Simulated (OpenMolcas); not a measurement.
# S4+: effect of the basis set

```json
{
 "Program": "OpenMolcas",
 "Method": "CASSCF",
 "Active space": "2 electrons in 4 orbitals (3s 3p)",
 "State averaging": "2S+1 = 3 even, 3 roots; 2S+1 = 1 even, 7 roots; 2S+1 = 3 odd, 3 roots; 2S+1 = 1 odd, 3 roots",
 "Spin-orbit coupling": "state interaction with AMFI integrals over the reference wave functions, term energies averaged over their components"
}
```

A. ANO-R1 [4s3p1d], X2C, finite nucleus; cost about 6 core-seconds
B. ANO-RCC-VTZP [5s4p2d1f], DKH2, point nucleus; cost about 15 core-seconds
C. ANO-L-VTZP [5s4p2d1f], non-relativistic, point nucleus; cost roughly 21 core-seconds
D. ANO-R2 [5s4p3d1f], X2C, finite nucleus; cost of the order of 12 core-seconds
E. ANO-RCC-VQZP [6s5p3d2f1g], DKH2, point nucleus; cost roughly 14 core-seconds
F. ANO-R3 [6s5p4d3f1g], X2C, finite nucleus; cost of the order of 20 core-seconds

Energies in cm⁻¹ above 3s² ¹S₀, the measured ground level; measured values from NIST levels in Podobedova, Kelleher and Wiese, J. Phys. Chem. Ref. Data 38, 171 (2009); Martin, Zalubas and Musgrove, J. Phys. Chem. Ref. Data 19, 821 (1990).

```json
{"Level": "3s² ¹S₀", "A": "0.0", "B": "0.0", "C": "0.0", "D": "0.0", "E": "0.0", "F": "0.0", "Measured": "0.0"}
{"Level": "3s 3p ³P°₀", "A": "78124", "B": "82386", "C": "81166", "D": "83067", "E": "82415", "F": "82559", "Measured": "83024"}
{"Level": "3s 3p ³P°₁", "A": "78468", "B": "82717", "C": "81495", "D": "83395", "E": "82745", "F": "82890", "Measured": "83394"}
{"Level": "3s 3p ³P°₂", "A": "79168", "B": "83389", "C": "82163", "D": "84063", "E": "83416", "F": "83562", "Measured": "84155"}
{"Level": "3s 3p ¹P°₁", "A": "134070", "B": "140646", "C": "139431", "D": "140034", "E": "140761", "F": "140641", "Measured": "127151"}
{"Level": "3p² ³P₀", "A": "189887", "B": "200873", "C": "198308", "D": "201993", "E": "201022", "F": "201257", "Measured": "199967"}
{"Level": "3p² ³P₁", "A": "190249", "B": "201216", "C": "198650", "D": "202339", "E": "201365", "F": "201605", "Measured": "200371"}
{"Level": "3p² ³P₂", "A": "190920", "B": "201857", "C": "199287", "D": "202981", "E": "202006", "F": "202252", "Measured": "201146"}
{"Level": "3p² ¹D₂", "A": "205640", "B": "217053", "C": "214486", "D": "217759", "E": "217194", "F": "217286", "Measured": "193739"}
{"Level": "3p² ¹S₀", "A": "238124", "B": "250552", "C": "248097", "D": "250215", "E": "250688", "F": "250485", "Measured": "235350"}
```

Deviations, from unrounded energies. A percentage is the sum of absolute deviations over the sum of measured energies, with the sign that they share, or ± where signs differ.

```tsv
Against measurement	Levels	A	B	C	D	E	F
mean absolute deviation (cm-1)	9	7400	6300	6300	6400	6400	6400
other configurations (%)	9	±4.7	±4.0	±4.0	±4.1	±4.1	±4.1
```

B, C, D, E, F lie about equally close to measurement and A furthest from it. The largest miss of B in the table is 3p² ¹D₂, by +23000 cm-1. The ranking rests on the paired levels alone, and a cruder setting can come out closer through cancelling errors.

Among A to F the level of the table that moves most is 3p² ¹S₀, by 13000 cm-1 (lowest in A, highest in E).

The ¹D term of p² mixes with s d, which this space lacks. The basis is small and was not contracted for so high a charge (holds for A). Measured partners are found by configuration, term and J. A level has none where our copy of the source lacks it or the pairing is in doubt (some pairs that miss far off the trend of their configuration count as doubtful), and it then counts in no deviation. Only configurations of the active space appear.

° marks odd parity.
